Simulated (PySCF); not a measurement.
## Steps of a relaxation of [HfSF]+

[HfSF]+ (singlet). PySCF 2.14.0, RKS PBE0, Hf def2-SVP with ECP60, S def2-SVP, F def2-SVP; non-relativistic Hamiltonian with scalar-relativistic core potentials where named; density fitting; no spin-orbit coupling. Origin of the start: template. Columns: position (Å) and force (eV/Å). Energies are counted from the last step; some of the 7 steps are shown. Forces carry noise of the integration grid, about 0.01 to 0.03 eV/Å.

Run from Python with OMP_NUM_THREADS=2. Where DIIS fails, smearing, a level shift and second-order steps follow.
It took 7.4 s on 2 threads of Arm Neoverse V1 (shared host), from the converged density of the start.

```xyz
3
step 0  E = 0.525 eV
Hf   -0.1311    0.0000   -0.1835    -0.25    0.00   -2.81
S     1.8235    0.0000    0.6912     0.88    0.00    1.38
F    -1.8267    0.0000    0.5753    -0.63    0.00    1.44
```

```xyz
3
step 2  E = 0.086 eV
Hf   -0.1407    0.0000   -0.4072    -0.21    0.00    0.90
S     1.7002    0.0000    0.7933    -1.00    0.00   -0.39
F    -1.6939    0.0000    0.6967     1.21    0.00   -0.51
```

```xyz
3
step 4  E = 0.000 eV
Hf   -0.1471    0.0000   -0.4519     0.01    0.00   -0.15
S     1.5991    0.0000    0.8130     0.06    0.00    0.05
F    -1.5864    0.0000    0.7218    -0.07    0.00    0.10
```

Task: Where does the relaxation end?

Result: It converges at step 6 in Cs:
```xyz
3
step 6  E = 0
Hf   -0.1470    0.0000   -0.4559
S     1.5979    0.0000    0.8148
F    -1.5852    0.0000    0.7240
```

Task: How did the contacts change?

Result: 
```
   contact  start (Å)  end (Å)
Hf1–S2 (S)      2.141    2.159
Hf1–F3 (F)      1.858    1.860
```
